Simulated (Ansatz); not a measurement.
Consider the formal exchange of groups at the Al–C bond: `C[CH2][AlH][CH2]C` + `NCS[SiH3]` → `C[CH2][AlH][SiH3]` + `CCSCN`.

Computed with Ansatz on PBE0-D4/def2-TZVP structures; ΔE is electronic, products minus reactants. CCSD(T)/CBS is the MP2 limit (def2-TZVPP, def2-QZVPP) plus CCSD(T) − MP2 in def2-TZVPP, frozen cores. Functionals use def2-TZVPP. B3LYP here is the variant with VWN-RPA as its local correlation; programs differ in this. Each species was taken in one conformer, which may not be the lowest.

```
             level  ΔE (kcal/mol)  difference from CCSD(T)/CBS
            PBE-D4           12.4                         -2.5
          B3LYP-D4           14.8                         -0.1
           ωB97X-V           14.1                         -0.8
            B2PLYP           15.5                          0.6
               PBE           12.6                         -2.3
    MP2/def2-TZVPP           16.4                          1.5
CCSD(T)/def2-TZVPP           14.2                         -0.7
SCS-MP2/def2-QZVPP           16.4                          1.5
      HF/CBS(def2)           16.1                          1.2
     MP2/CBS(def2)           17.1                          2.2
       CCSD(T)/CBS           14.9                            0
```

Largest T1 diagnostic among the species: 0.011.
